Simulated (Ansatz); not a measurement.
Born–Oppenheimer molecular dynamics of C2H10Si2 (14 atoms, charge 0, multiplicity 1). It starts at the highest image of a converged band, a first-order saddle point between two minima.

Level of theory: RKS r2SCAN-D4/6-31G* in Ansatz 0.2.0.

```yaml
ensemble: NVE (velocity Verlet)
time_step: 0.5 fs
steps_asked: 200
starting_velocities_drawn_for: 100 K
seed: 8091
```

First frame:

```xyz
14
Properties=species:S:1:pos:R:3
Si -0.007 -0.055 0.329
H -0.255 -0.227 1.796
Si 2.310 0.026 -0.004
H 2.982 -1.223 0.463
H 2.628 0.192 -1.455
H 2.934 1.175 0.718
C -0.828 1.555 -0.261
H -1.575 1.341 -1.036
H -1.341 2.061 0.565
H -0.109 2.264 -0.685
C -0.739 -1.546 -0.575
H -1.824 -1.599 -0.420
H -0.557 -1.480 -1.655
H -0.301 -2.485 -0.218
```

(1) How far do the bonds stretch over the last three quarters of this one trajectory? (Pairs bonded in most of those frames.)

## Answers

(1) 
```tsv
bond	mean (Å)	spread (Å)	shortest	longest
Si1–H2	1.497	0.018	1.47	1.52
Si1–Si3	2.344	0.007	2.33	2.35
Si1–C7	1.894	0.004	1.89	1.90
Si1–C11	1.887	0.011	1.87	1.91
Si3–H4	1.494	0.007	1.48	1.51
Si3–H5	1.496	0.013	1.48	1.52
Si3–H6	1.494	0.005	1.49	1.50
C7–H8	1.099	0.005	1.09	1.11
C7–H9	1.098	0.006	1.09	1.11
C7–H10	1.098	0.009	1.08	1.11
C11–H12	1.098	0.010	1.08	1.11
C11–H13	1.098	0.010	1.08	1.11
C11–H14	1.097	0.011	1.08	1.12
```

Mean temperature of the second half: 87 K. The conserved energy stayed within 0.044 meV per atom of its start (net change 0.018 meV per atom), so the integration is sound. A run of 0.1 ps of so small a system gives no equilibrium averages. The orbitals stay closed-shell, which can raise the energy where a bond breaks towards radicals; this wasn't checked here.

Run time: 8.4 min on 2 threads of AMD EPYC 7B13 (Zen 3) (shared host), peak memory 0.19 GiB.
